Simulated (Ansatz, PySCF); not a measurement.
Gas-phase reaction (SMILES): C=CC[Se]C [3-methylselanylprop-1-ene] + 5 [H][H] (H2) -> 4 C (CH4) + [SeH2] (H2Se); energy of full hydrogenation.

Structures are relaxed separately at B3LYP-D3(BJ)/def2-TZVP in Ansatz (an electronic-structure program), one conformer each, not searched for the lowest. Valence correlation only, unless marked. Spin-orbit coupling is left out. The frozen core is the preceding noble-gas configuration, with the filled d and f shells of earlier blocks. Non-relativistic. CBS marks a two-point X^-3 extrapolation of the correlation energy; Hartree-Fock from the larger set. Thermal terms are rigid-rotor harmonic-oscillator values from B3LYP-D3(BJ) frequencies (Ansatz or PySCF) at 298.15 K and 1 atm. 1 Eh = 627.5095 kcal/mol.

```
species        E, CCSD(T)/CBS(cc-pVTZ,cc-pVQZ) (Ansatz) (Eh)  E, PBE/def2-TZVPD (Ansatz) (Eh)  H - E (Eh)
-------------  ---------------------------------------------  -------------------------------  ----------
C=CC[Se]C                                        -2557.07009                      -2558.24080     0.11608
[H][H] (H2)                                         -1.17450                         -1.16589     0.01336
C (CH4)                                            -40.45816                        -40.46301     0.04840
[SeH2] (H2Se)                                    -2401.27457                      -2402.38404     0.01725
```

Work out ΔE and ΔH at 298.15 K at the first level, then ΔH at the second.


1. ΔE = [4×(-40.45816) + (-2401.27457)] - [(-2557.07009) + 5×(-1.17450)] = -0.16462 Eh = -103.3 kcal/mol at CCSD(T)/CBS(cc-pVTZ,cc-pVQZ).
2. The terms H - E add up to 0.02797 Eh, so ΔH = (-0.16462 + (0.02797))×627.5095 = -85.7 kcal/mol.
3. At PBE/def2-TZVPD the same steps give ΔE = -104.1 and ΔH = -86.5 kcal/mol, a shift of -0.8 from the first level.
4. These values are not checked against measurement here, since the tables used lack a sound gas-phase enthalpy of formation for at least one species.
